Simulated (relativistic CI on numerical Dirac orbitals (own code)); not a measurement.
**Hyperfine structure of Br9+, mass number 81**

Calculated at this level of theory: Dirac-Coulomb-Breit CI, separate exchange-only KLI orbitals for each configuration, a model potential for QED, unscaled Slater integrals (own radial code, finite nucleus).

CI space (outside the closed core [Ne]): 3s²3p⁶3d⁸, 3s²3p⁵3d⁹, 3s²3p⁴3d¹⁰, 3s²3p⁶3d⁷4s, 3s3p⁶3d⁹, 3s²3p⁶3d⁷4p, 3s²3p⁶3d⁶4s², 3s²3p⁶3d⁷4d, 3p⁶3d¹⁰, 3s²3p⁶3d⁶4s4p, 3s²3p⁶3d⁷5s, 3s²3p⁶3d⁷4f, 3s²3p⁶3d⁶4p², 3s²3p⁶3d⁷5p, 3s²3p⁶3d⁶4s4d, 3s²3p⁶3d⁷5d. Levels of other configurations are missing.

Nuclear spin I = 3/2, μ = 2.2686 μN, Q = 0.2579 b (tables of Stone and Pyykkö). The electronic factors are computed for point nuclear moments, without core polarisation or the Bohr-Weisskopf and QED corrections.

| Level | E (eV) | A (MHz) | B (MHz) |
| --- | --- | --- | --- |
| 3s²3p⁶3d⁸ ³F4 | 0.0000 | 2650 | -452 |
| 3s²3p⁶3d⁸ ³F3 | 0.9359 | 3626 | -329 |
| 3s²3p⁶3d⁸ ³F2 | 1.4147 | 4830 | -230 |
| 3s²3p⁶3d⁸ ¹D2 | 3.7114 | 3431 | 358 |
| 3s²3p⁶3d⁸ ³P2 | 5.0358 | 3451 | 586 |
| 3s²3p⁶3d⁸ ³P1 | 5.0777 | -84.53 | -319 |
| 3s²3p⁶3d⁸ ¹G4 | 6.5577 | 3891 | -1810 |
| 3s²3p⁶3d⁷4s ⁵F5 | 94.7916 | 9013 | 465 |

Levels with J = 0, under 50 % of one LS term, or S terms without an open s electron are left out. Small factors come from cancelling terms and can be off by tens of per cent or more.

At this charge energies of transitions that change n are usually good to better than 1 %, and those within a shell (Δn = 0) to a few per cent. Terms inside the open d or f shell come out 10 to 20 % too wide with unscaled integrals.

(1) Give the hyperfine levels of 3s²3p⁶3d⁸ ³F4 relative to its centre of gravity.

Results:

(1) With K = F(F + 1) − I(I + 1) − J(J + 1), E = AK/2 + B[¾K(K + 1) − I(I + 1)J(J + 1)]/[2I(2I − 1)J(2J − 1)]: F = 5/2: -20100, F = 7/2: -10510, F = 9/2: 1523, F = 11/2: 15790 MHz.

LS names give the leading component of a level, which can be under half, so a name can repeat, a term be missing and a line seem to break the LS rules.
